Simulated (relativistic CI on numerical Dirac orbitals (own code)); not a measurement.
# Sensitivity of the levels of Zr XIX to α and to the nuclear radius

Calculated at this level of theory: Dirac-Coulomb-Breit CI, KLI orbitals optimised for each configuration, derivatives by finite differences, unscaled Slater integrals, QED left out (own radial code, finite nucleus).

Configuration list (outside the closed core [Ne] 3s2): 3p6.3d4, 3p5.3d5, 3p6.3d3.4p, 3p6.3d2.4s.4p, 3p6.3d2.4s2, 3p6.3d.4s2.4p. Double excitations out of closed p, d and f shells are left out; levels of such configurations are missing from the list, as are those of other unlisted configurations, and high levels can miss mixing partners.

With x = (α/α₀)² − 1 an excitation energy changes as ω = ω₀ + qx; K = 2q/ω₀ is the relative enhancement. Terms are leading LS components, so labels can repeat. The field-shift factor is F = δν/δ⟨r²⟩ for the transition from the lowest level.

Lowest level 3p6.3d4 5D_0.

```tsv
Level	ω₀ (cm⁻¹)	q (cm⁻¹)	K	F (GHz/fm²)
3p6.3d4 5D_1	5800.1	10790	3.72	0.0537
3p6.3d4 5D_2	13079.0	20270	3.1	0.104
3p6.3d4 5D_3	20480.7	27150	2.65	0.144
3p6.3d4 5D_4	27500.8	31240	2.27	0.171
3p6.3d4 3P_0	67302.1	6874	0.204	0.12
3p6.3d4 3H_4	71746.5	9255	0.258	0.137
3p6.3d4 3H_5	82670.3	23650	0.572	0.214
3p6.3d4 3P_1	86377.0	24270	0.562	0.219
3p6.3d4 3G_3	86958.0	16320	0.375	0.187
3p6.3d4 3H_6	88221.8	27590	0.625	0.239
3p6.3d4 3F_2	90451.9	19450	0.43	0.205
3p6.3d4 3F_4	96720.5	33620	0.695	0.274
3p6.3d4 3P_2	107023.1	35190	0.658	0.294
```

At this charge energies of transitions that change n are usually good to better than 1 %, and those within a shell (Δn = 0) to a few per cent. Terms inside the open d or f shell come out 10 to 20 % too wide with unscaled integrals.
